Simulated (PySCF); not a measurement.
Molecule: B(H)(Cl)(Vi), SMILES C=CBCl. Atoms near the plane z = 1.0 Å, at the PBE0/def2-SVP optimised geometry (x, y, z in Å): B1 (0.3, -0.9, 0.0), H2 (1.6, -0.9, 0.0), Cl3 (-0.5, -2.5, 0.0), C4 (-0.5, 0.4, 0.0), C5 (0.2, 1.5, 0.0), H6 (-1.6, 0.3, 0.0), H7 (-0.4, 2.5, 0.0), H8 (1.3, 1.6, 0.0).

Computed with PySCF with PBE0/def2-TZVP. The values are rescaled to run from 0 to 1.

```
|0000000000000000000000000000000|
|0000000000000000000000000000000|
|0000000000000000000000000000000|
|0000000000000000000000000000000|
|0000000000001222110000000000000|
|0000000000013344321000000000000|
|0000000000124555443210000000000|
|0000000000135666654432000000000|
|0000000000245677766543100000000|
|0000000001245778877654200000000|
|0000000012346788887654210000000|
|0000000123456788887654210000000|
|0000000134567888876653200000000|
|0000000245678888876543100000000|
|0000001245678888765443210000000|
|0000000245677888776554310000000|
|0000000134567788776665421000000|
|0000000123456778777765431000000|
|0000000012345677777766431000000|
|0000000013456777777765431000000|
|0000000024567888876654320000000|
|0000000134678999876543210000000|
|0000000134689999875432100000000|
|0000000134689999875421000000000|
|0000000124678998765310000000000|
|0000000023567887754210000000000|
|0000000012355666543200000000000|
|0000000001234444432100000000000|
|0000000000012333210000000000000|
|0000000000000111000000000000000|
|0000000000000000000000000000000|
```
Scale: ten equal steps from 0.000 (start of '0') to 1.00 (end of '9'), in the order '0123456789'; x runs from -5.00 to 5.00, y from -5.00 (bottom) to 5.00 (top).

### Question
Which quantity is mapped?
A) deformation density (molecule minus spherical neutral atoms)
B) Laplacian of the electron density
C) log10 of the electron density
D) an orbital amplitude

### Answer
C, log10 of the electron density. In full: log10 of the electron density (e/bohr³), floored at −4.
